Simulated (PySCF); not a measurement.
## Simulated absorption spectrum

InH2(CF3), CH2F3In.
SMILES: `[H][In]([H])[C](F)(F)F`

Computed with TDDFT B3LYP/def2-SVPD, vertical, gas phase, core orbitals frozen in the response, def2 core potentials past Kr in PySCF 2.14.0, density-fitted response routines. Geometry: PBE0-D3(BJ)/def2-SVP; no solvent, vibrations or thermal averaging. Spin–orbit coupling is left out.

Computed states:

| state | E (eV) | f |
| --- | --- | --- |
| S1 | 4.40 | 0.0006 |
| S2 | 4.97 | 0.0000 |
| S3 | 6.89 | 0.191 |
| S4 | 7.42 | 0.0061 |
| S5 | 7.44 | 0.118 |
| S6 | 7.69 | 0.239 |
| S7 | 7.78 | 0.0010 |
| S8 | 7.88 | 0.072 |
| S9 | 8.05 | 0.117 |
| S10 | 8.35 | 0.0000 |

Each state is given a Gaussian of 0.4 eV full width at half maximum, with ε(max) = 2.175×10⁸ f / Δν̃ (Δν̃ the width in cm⁻¹). The width is an assumption, not a result. The curve ends short of the highest state used, and states not computed would add to its high-energy end.

**Question.** What does the envelope look like, and where are its maxima?

**Answer.** 
E (eV), ε (L mol⁻¹ cm⁻¹) and a bar:
```
     3.80          0 
     3.89          0 
     3.98          2 
     4.07          6 
     4.16         15 
     4.26         29 
     4.35         38 
     4.44         39 
     4.53         29 
     4.62         17 
     4.72          7 
     4.81          3 
     4.90          2 
     4.99          1 
     5.08          1 
     5.18          1 
     5.27          0 
     5.36          0 
     5.45          0 
     5.54          0 
     5.64          0 
     5.73          0 
     5.82          0 
     5.91          0 
     6.00          0 
     6.09          0 
     6.19          2 
     6.28         19 
     6.37        112 
     6.46        499 #
     6.55       1675 ##
     6.65       4624 ######
     6.74       8577 ############
     6.83      12023 ################
     6.92      12784 #################
     7.01      10506 ##############
     7.11       7038 ##########
     7.20       5897 ########
     7.29       7536 ##########
     7.38      11086 ###############
     7.47      15290 #####################
     7.57      19615 ###########################
     7.66      22086 ##############################
     7.75      22183 ##############################
```

Maxima: 282 nm (4.40 eV), ε about 40, made up of S1 (100%); 180 nm (6.90 eV), ε about 13000, made up of S3 (100%); 161 nm (7.71 eV), ε about 22000, made up of S5 (10%), S6 (72%) and S8 (13%) (ε in L mol⁻¹ cm⁻¹; maxima over ε = 5, shares over 10%).

**Question.** On this curve, what absorbance would a 10⁻³ mol/L sample give at 280 nm over a 1 cm path?

**Answer.** 280 nm is 4.428 eV, where ε is about 39 L mol⁻¹ cm⁻¹, so A = ε c l ≈ 0.039 (Beer–Lambert, with the gas-phase spectrum and the assumed width).

**Question.** Coming from long wavelengths, where does ε first pass 100 L mol⁻¹ cm⁻¹?

**Answer.** At about 195 nm (6.37 eV), 1.97 eV above S1.

**Question.** What would ε be at 7.71 eV, the highest of these maxima, with half the width (0.2 eV)?

**Answer.** About 33300 L mol⁻¹ cm⁻¹ against 22500, a factor of about 1.5; a lone state at its own centre would give exactly 2.

All these states lie below the vertical ionisation energy of 10.44 eV (ΔSCF).
